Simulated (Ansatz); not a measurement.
Cost and result for the atomization energy of FH₇N₂O₂Si₂, SMILES `N[Si@H](F)O[Si@@H](N)O` (14 atoms, 13 bonds).

```xyz
14

N     1.379   -0.982    1.387
Si    1.392   -0.701   -0.295
O     1.511   -2.123   -1.091
O     0.007    0.104   -0.632
Si   -1.370    0.663    0.006
N    -1.906    1.941   -0.956
F    -1.029    1.094    1.517
H     0.958   -0.309    2.008
H     2.119   -1.495    1.836
H     2.504    0.098   -0.846
H     0.940   -2.832   -0.788
H    -2.424   -0.359    0.137
H    -2.817    2.353   -0.845
H    -1.264    2.547   -1.437
```

Charge 0, multiplicity 1. The geometry is a stationary point of PBE0-D4/def2-TZVP. It is one conformer, not always the lowest. Program: Ansatz. All runs use 2 threads of an AMD EPYC 7R13 on a shared host and a share of an NVIDIA H100 80 GB. Times are those of one run each, without the atoms' runs, and a repeat can differ threefold. Electronic energies, without spin–orbit coupling; frozen cores. CCSD(T)/CBS adds CCSD(T) − MP2 in def2-TZVPP to the MP2 limit, and its time is that of the two runs behind it. T1 = 0.011. B3LYP takes the VWN-RPA correlation (the form of Gaussian; ORCA's B3LYP/G).

CCSD(T)/CBS is a level of theory with its own doubt, some kJ/mol a heavy atom from the limit and from the frozen cores, so smaller differences don't rank the functionals.

| level | functions | wall time |
| --- | --- | --- |
| B2PLYP/def2-TZVPP | 337 | 6.5 s |
| r2SCAN-D4/def2-TZVPP (with forces) | 337 | 8 s |
| PBE0-D4/def2-TZVPP | 337 | 9 s |
| B3LYP-D4/def2-TZVPP (with forces) | 337 | 9.5 s |
| ωB97M-V/def2-TZVPP (with forces) | 337 | 12 s |
| ωB97X-V/def2-TZVPP | 337 | 12 s |
| PBE-D4/def2-TZVPP (with forces) | 337 | 13 s |
| CCSD(T)/def2-TZVPP | 337 | 22 s |
| MP2/def2-QZVPP | 635 | 22 s |
| CCSD(T)/CBS(def2) | – | 44 s |

(1) What atomization energy does each give, and how far from CCSD(T)/CBS? (An estimate is asked.)

Answers

(1) Computed: 
| level | atomization (kJ/mol) | difference from CCSD(T)/CBS | per bond |
| --- | --- | --- | --- |
| B2PLYP/def2-TZVPP | 5414.1 | -88.4 | -6.8 |
| r2SCAN-D4/def2-TZVPP (with forces) | 5454.2 | -48.3 | -3.7 |
| PBE0-D4/def2-TZVPP | 5402.6 | -99.9 | -7.7 |
| B3LYP-D4/def2-TZVPP (with forces) | 5463.3 | -39.2 | -3.0 |
| ωB97M-V/def2-TZVPP (with forces) | 5498.1 | -4.4 | -0.3 |
| ωB97X-V/def2-TZVPP | 5496.1 | -6.4 | -0.5 |
| PBE-D4/def2-TZVPP (with forces) | 5517.4 | 14.9 | 1.1 |
| CCSD(T)/def2-TZVPP | 5313.1 | -189.4 | -14.6 |
| MP2/def2-QZVPP | 5558.1 | 55.6 | 4.3 |
| CCSD(T)/CBS(def2) | 5502.5 | 0.0 | 0.0 |

The D4 term adds +54.0 kJ/mol with B3LYP and +28.7 kJ/mol with PBE0; it sums over pairs of atoms, weighted by their polarisabilities, and B3LYP, whose exchange is more repulsive, gets the larger term. In def2-TZVPP, CCSD(T) changes the Hartree–Fock value by +1447.3 kJ/mol (the triples alone add +79.5 kJ/mol) and MP2 by +1576.7 kJ/mol; breaking electron pairs costs correlation energy, which Hartree–Fock lacks. From PBE to PBE0 (25 % exact exchange), in def2-TZVPP and without D4, the atomization energy moves by −109.8 kJ/mol: exact exchange takes away binding that semilocal exchange gives to molecules.
